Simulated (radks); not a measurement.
Effect of the nuclear size on neutral holmium, [Xe] 4f11 6s2. All-electron calculation, Dirac Kohn-Sham, BLYP, spin-unpolarised, spherical densities, finite nucleus; open shells fill j = l - 1/2 first; Fermi nuclear charge, rms radius 5.2022 fm. Program: a radial shooting solver on a logarithmic mesh with Libxc functionals. The rms radius is varied about that value; shifts are against it.

| rms radius (fm) | total energy shift (eV) | density at nucleus (e/bohr^3) | 1s1/2 shift (meV) | 2s1/2 shift (meV) | 5s1/2 shift (meV) | 5p1/2 shift (meV) | 6s1/2 shift (meV) | 4f7/2 shift (meV) | 6p1/2 (empty) shift (meV) |
|---|---|---|---|---|---|---|---|---|---|
| 4.3594 | -8.60 | 8.467e+05 | -3530 | -467 | -3.52 | 0.378 | -0.141 | 0.636 | 0.111 |
| 4.9473 | -2.72 | 8.171e+05 | -1110 | -147 | -1.11 | 0.119 | -0.045 | 0.201 | 0.035 |
| 5.2022 | 0 | 8.057e+05 | 0.000 | 0.000 | 0.000 | 0.000 | 0.000 | 0.000 | 0.000 |
| 5.3999 | 2.17 | 7.973e+05 | 892 | 118 | 0.889 | -0.095 | 0.036 | -0.161 | -0.028 |
| 6.4767 | 15.0 | 7.575e+05 | 6160 | 815 | 6.14 | -0.659 | 0.246 | -1.11 | -0.193 |

Slopes of the eigenvalues against <r^2> in GHz/fm^2, as finite differences over the two radii next to the reference (eigenvalue slopes, not the field-shift constants of lines): 1s1/2 104000, 2s1/2 13700, 5s1/2 103, 5p1/2 -11.1, 6s1/2 4.14, 4f7/2 -18.7, 6p1/2 (empty) -3.25.
